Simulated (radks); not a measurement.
Ionisation of the gadolinium ion Gd+, [Xe] 4f7 5d1 6s1, to [Xe] 4f7 5d1 as the strength of local exchange is varied. Method: Dirac Kohn-Sham, Slater X-alpha exchange (alpha = 2/3 is LDA exchange), no correlation, spin-unpolarised, spherical densities, finite nucleus; open shells fill j = l - 1/2 first; Fermi nuclear charge, rms radius 5.1569 fm; computed with a radial shooting solver on a logarithmic mesh with Libxc functionals.

| alpha | E(Gd+) (hartree) | exchange (hartree) | IE (eV) | -e of the level emptied (eV) | <r> of it (bohr) |
|---|---|---|---|---|---|
| 0.656 | -11261.4104 | -231.7584 | 11.371 | 8.546 (6s1/2) | 3.707 |
| 0.667 | -11265.2973 | -235.7289 | 11.430 | 8.604 (6s1/2) | 3.698 |
| 0.827 | -11321.9907 | -293.7913 | 12.310 | 9.478 (6s1/2) | 3.572 |
| 0.845 | -11328.3870 | -300.3595 | 12.411 | 9.580 (6s1/2) | 3.558 |
| 0.924 | -11356.5036 | -329.2728 | 12.861 | 10.032 (6s1/2) | 3.498 |
| 1.006 | -11385.7630 | -359.4324 | 13.337 | 10.513 (6s1/2) | 3.438 |
| 1.041 | -11398.2751 | -372.3513 | 13.543 | 10.722 (6s1/2) | 3.413 |
| ? | -11340.8350 | -313.1518 | 12.609 | 9.778 (6s1/2) | 3.531 |

Which alpha was used in the last row?

Answer. alpha = 0.88. NIST Atomic Spectra Database: 12.08 eV (semi-empirical). The Delta-SCF value meets it near alpha = 0.78. Spin polarisation and multiplet splitting are left out, so open shells lie too high by an amount that depends on their filling.

Beside tabulated values, note that spin-unpolarised runs miss the spin-polarisation part of the exchange energy of open shells.
